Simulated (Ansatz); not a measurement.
Total energies of Sn8 from Ansatz at PBE-D4/def2-SVP, gas phase (1 Eh = 27.2114 eV = 2625.5 kJ/mol). The reference geometry is relaxed at PBE-D4/def2-SVP.

```xyz
8

Sn    1.149   -2.265    0.612
Sn   -1.280    0.616    0.666
Sn   -1.246    1.388   -2.221
Sn    0.498    2.849   -0.201
Sn    1.493    0.154   -1.431
Sn   -1.140   -1.713    2.294
Sn   -1.120   -1.667   -1.434
Sn    1.648    0.638    1.715
```

```tsv
state	geometry	energy (Eh)
charge 0 singlet	reference	-1714.78069
charge 1 doublet	reference	-1714.54707
charge -1 doublet	reference	-1714.84771
charge 0 triplet	relaxed at PBE-D4/def2-SVP	-1714.76930
charge 0 quintet	relaxed at PBE-D4/def2-SVP	-1714.73738
free Sn atom (triplet)	–	-214.24400
```

In the def2 sets Sn takes a core potential; there is no spin–orbit coupling.

Question: Work out the vertical ionisation energy to the doublet.

Answer: E(charge 1 doublet) − E(charge 0 singlet) = -1714.54707 − (-1714.78069) = 0.23362 Eh = 6.36 eV. For comparison, −ε of the highest occupied level is 4.55 eV at this level, 1.81 eV less.

Question: Work out the vertical electron affinity, to the doublet.

Answer: E(charge 0 singlet) − E(charge -1 doublet) = -1714.78069 − (-1714.84771) = 0.06702 Eh = 1.82 eV. The basis lacks diffuse functions, which makes affinities too small.

Question: Give the fundamental gap IE − EA, the Mulliken electronegativity (IE + EA)/2 and the hardness (IE − EA)/2.

Answer: From the values in Eh: IE − EA = 0.23362 − 0.06702 = 0.16660 Eh = 4.53 eV; (IE + EA)/2 = 4.09 eV; (IE − EA)/2 = 2.27 eV. The HOMO–LUMO gap of the same run is 1.03 eV, 3.50 eV smaller than the fundamental gap.

Question: Which of the charge 0 states is lowest, and how far above it are the others?

Answer: The singlet. triplet: -1714.76930 − (-1714.78069) = 0.01139 Eh = 29.9 kJ/mol; quintet: -1714.73738 − (-1714.78069) = 0.04331 Eh = 113.7 kJ/mol. The triplet differs in its bonds from the reference. The quintet differs in its bonds from the reference.

Question: What is the binding energy per atom against free atoms?

Answer: Atoms: 8 × (-214.24400) = -1713.95200 Eh. Binding: -1713.95200 − (-1714.78069) = 0.82869 Eh = 22.55 eV, or 2.82 eV for each of 8 atoms (no zero-point energy, no counterpoise term).

 

The structure comes from a short search, and lower isomers may exist.
